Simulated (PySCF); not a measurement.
C3H5, SMILES C[C]=C, multiplicity 2.

The structure is a stationary point at B3LYP-D3(BJ)/def2-TZVP. The isomer is the one that the SMILES or the coordinates give; other isomers of the formula were not compared.

All values below come from CAM-B3LYP/def2-TZVPD (PySCF).

Isolated molecule, no solvent.

Computed frontier levels, dipole moment and polarisability:
```
Item                                                                                                            Result
---------------------------------------------------------------------------------------------  -----------------------
α spin, highest occupied and lowest empty level                                                      -7.60 and 1.02 eV
β spin, highest occupied and lowest empty level                                                     -8.81 and -0.55 eV
dipole moment                                                                                                   0.94 D
quadrupole, principal values (traceless, Buckingham form, about the centre of nuclear charge)   -2.40, -0.56, 2.97 D·Å
mean static polarisability                                                                        40.0 bohr³ (5.93 Å³)
polarisability, principal values                                                                31.3, 35.7, 53.1 bohr³
⟨S²⟩                                                                                           0.760 (pure state 0.75)
```
